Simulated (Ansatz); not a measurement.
`[GeH3][GeH2][GeH2][GeH2][GeH2][GeH3]` + `O[SiH](O)O` → `O[SiH](O)[O][GeH3]` + `[GeH3][GeH2][GeH2][GeH2][GeH3]`  (cleavage of the Ge–Ge bond)

Computed with Ansatz on PBE0-D4/def2-TZVP structures; ΔE is electronic, products minus reactants. CCSD(T)/CBS adds triple-zeta CCSD(T) − MP2 to the extrapolated MP2 energy (def2 sets, frozen cores). For Ge outer-core shells are correlated without core-valence functions, which leaves a few kJ/mol of doubt a bond. Scalar relativity is left out up to krypton. One conformer a species, not always the lowest.

`[GeH3][GeH2][GeH2][GeH2][GeH2][GeH3]`:

Z-matrix (Å, degrees):
```
Ge
Ge 1 2.424
H 1 1.537 2 110.0
H 1 1.537 2 110.9 3 -120.1
H 1 1.538 2 110.1 3 119.9
Ge 2 2.428 1 112.7 3 52.8
H 2 1.541 1 109.4 3 174.4
H 2 1.541 1 108.4 3 -68.6
Ge 6 2.425 2 110.1 1 84.0
H 6 1.540 2 109.2 1 -36.3
H 6 1.541 2 109.8 1 -154.4
Ge 9 2.424 6 108.9 2 -50.0
H 9 1.540 6 109.2 2 70.6
H 9 1.541 6 110.4 2 -170.6
Ge 12 2.423 9 109.2 6 -54.8
H 12 1.540 9 111.0 6 -176.3
H 12 1.540 9 108.7 6 65.1
H 15 1.538 12 109.8 9 46.9
H 15 1.538 12 109.5 9 -71.8
H 15 1.537 12 111.6 9 167.5
```

`O[SiH](O)O`:

Z-matrix (Å, degrees):
```
Si
O 1 1.641
O 1 1.633 2 105.0
O 1 1.630 2 114.4 3 -119.5
H 1 1.476 2 110.6 3 122.9
H 2 0.958 1 117.9 3 -173.6
H 3 0.958 1 116.6 2 25.4
H 4 0.959 1 117.6 2 72.3
```

`O[SiH](O)[O][GeH3]`:

Cartesian coordinates in Å:
```
O 1.538 1.045 -0.829
Si 1.079 -0.392 -0.204
O 2.154 -0.819 0.955
O -0.394 -0.358 0.486
Ge -1.980 0.253 -0.041
H 1.906 1.691 -0.223
H 1.076 -1.325 -1.347
H 1.806 -1.314 1.698
H -2.171 -0.082 -1.528
H -3.007 -0.470 0.838
H -2.007 1.771 0.194
```

`[GeH3][GeH2][GeH2][GeH2][GeH3]`:

```xyz
17

Ge    2.104    1.057    1.307
Ge   -0.203    1.746    1.041
Ge   -0.937    1.240   -1.216
Ge   -0.320   -1.051   -1.721
Ge   -1.023   -2.490    0.097
H     2.995    1.823    0.314
H     2.612    1.322    2.733
H     2.231   -0.447    1.010
H    -0.347    3.249    1.344
H    -1.086    0.973    2.039
H    -2.463    1.406   -1.335
H    -0.268    2.209   -2.209
H     1.211   -1.135   -1.876
H    -0.958   -1.515   -3.043
H    -0.621   -3.952   -0.153
H    -0.375   -2.017    1.409
H    -2.551   -2.417    0.258
```

```json
{"species": "`[GeH3][GeH2][GeH2][GeH2][GeH2][GeH3]`", "CCSD/CBS(def2) energy (Eh)": "-12465.06911"}
{"species": "`O[SiH](O)O`", "CCSD/CBS(def2) energy (Eh)": "-517.14274"}
{"species": "`O[SiH](O)[O][GeH3]`", "CCSD/CBS(def2) energy (Eh)": "-2594.45880"}
{"species": "`[GeH3][GeH2][GeH2][GeH2][GeH3]`", "CCSD/CBS(def2) energy (Eh)": "-10387.75159"}
```

Question: Work out ΔE.

Answer: ΔE = (-2594.45880) + (-10387.75159) − (-12465.06911) − (-517.14274) = 0.00146 Eh = +3.8 kJ/mol. CCSD(T)/CBS gives +6.7 kJ/mol.

Largest T1 diagnostic among the species: 0.012.

The D4 term adds +8.2 kJ/mol with B3LYP and +5.0 kJ/mol with PBE0; it sums over pairs of atoms, weighted by their polarisabilities, and B3LYP, whose exchange is more repulsive, gets the larger term. In def2-TZVPP, CCSD(T) changes the Hartree–Fock value by +30.6 kJ/mol (the triples alone add +2.9 kJ/mol) and MP2 by +32.7 kJ/mol.

B3LYP here is the variant with VWN-RPA as its local correlation; programs differ in this.
